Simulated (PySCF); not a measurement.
Rb (SMILES [Rb]), doublet (all electrons, no relativity); PBE0/3-21G run with PySCF.

Here is a job for PySCF.
```python
from pyscf import gto, scf, dft

mol = gto.M(
    atom='''
Rb    0.000000    0.000000    0.000000
''',
    basis='3-21g',
    charge=0,
    spin=1,
    verbose=4,
)

mf = dft.UKS(mol)
mf.xc = 'pbe0'
mf.kernel()
```

What the program printed (banner, timings and long lists left out):

```
PySCF version 2.14.0

[INPUT] verbose = 4
[INPUT] num. atoms = 1
[INPUT] num. electrons = 37
[INPUT] charge = 0
[INPUT] spin (= nelec alpha-beta = 2S) = 1
[INPUT] symmetry False subgroup None
[INPUT] Mole.unit = angstrom
[INPUT] Symbol           X                Y                Z      unit          X                Y                Z       unit  Magmom
[INPUT]  1 Rb     0.000000000000   0.000000000000   0.000000000000 AA    0.000000000000   0.000000000000   0.000000000000 Bohr   0.0

nuclear repulsion = 0
number of shells = 12
number of NR pGTOs = 66
number of NR cGTOs = 26
basis = 3-21g
ecp = {}

******** <class 'pyscf.dft.uks.UKS'> ********
method = UKS
initial guess = minao
damping factor = 0
level_shift factor = 0
DIIS = <class 'pyscf.scf.diis.CDIIS'>
diis_start_cycle = 1
diis_space = 8
diis_damp = 0
SCF conv_tol = 1e-09
SCF conv_tol_grad = None
SCF max_cycles = 50
direct_scf = True
direct_scf_tol = 1e-13
number electrons alpha = 19  beta = 18
XC library pyscf.dft.libxc version 7.1.2
    S. Lehtola, C. Steigemann, M. J. T. Oliveira, and M. A. L. Marques,  SoftwareX 7, 1–5 (2018)
XC functionals = pbe0
    C. Adamo and V. Barone,  J. Chem. Phys. 110, 6158 (1999)
    M. Ernzerhof and G. E. Scuseria,  J. Chem. Phys. 110, 5029 (1999)
radial grids:
    Treutler-Ahlrichs [JCP 102, 346 (1995); DOI:10.1063/1.469408] (M4) radial grids

becke partition: Becke, JCP 88, 2547 (1988); DOI:10.1063/1.454033
pruning grids: <function nwchem_prune>
grids dens level: 3
symmetrized grids: False
atomic radii adjust function: <function treutler_atomic_radii_adjust>
small_rho_cutoff = 0
Set gradient conv threshold to 3.16228e-05
tot grids = 21912
init E= -2922.87259555317

cycle= 1 E= -2926.15722636777  delta_E= -3.28  |g|= 0.0233  |ddm|= 0.537
cycle= 2 E= -2926.15777548321  delta_E= -0.000549  |g|= 0.00129  |ddm|= 0.0889
cycle= 3 E= -2926.15777958212  delta_E= -4.1e-06  |g|= 0.00016  |ddm|= 0.0177
cycle= 4 E= -2926.15777975469  delta_E= -1.73e-07  |g|= 1.6e-05  |ddm|= 0.00469
cycle= 5 E= -2926.15777975703  delta_E= -2.33e-09  |g|= 8.97e-07  |ddm|= 0.000614
cycle= 6 E= -2926.15777975703  delta_E= -4.55e-12  |g|= 8.25e-09  |ddm|= 2.53e-05
Extra cycle  E= -2926.15777975703  delta_E=    0  |g|= 6.43e-10  |ddm|= 4.45e-08
converged SCF energy = -2926.15777975703  <S^2> = 0.75009294  2S+1 = 2.0000929
```
